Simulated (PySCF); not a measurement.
Ti(OH)3(NH2) (H₅NO₃Ti), SMILES [NH2][Ti]([OH])([OH])[OH], multiplicity 1. Geometry: B3LYP-D3(BJ)/def2-SVP. The spin state was assumed, not searched. The structure was generated by enumeration; whether it is a known compound was not checked. Other conformers were not sampled.

Computed equilibrium geometry at B3LYP-D3(BJ)/def2-SVP (PySCF confirms it by a frequency run) as a Z-matrix (one conformer of several):
```
Ti
O 1 1.7978
H 2 0.9647 1 128.89
O 1 1.8034 2 113.38 3 112.38
H 4 0.9648 1 128.00 2 22.66
O 1 1.8048 2 109.41 3 -8.69
H 6 0.9642 1 127.75 2 -114.45
N 1 1.8800 2 107.27 3 -128.48
H 8 1.0183 1 124.60 2 -146.44
H 8 1.0184 9 110.30 1 -170.37
```
Charge 0, spin multiplicity 1.
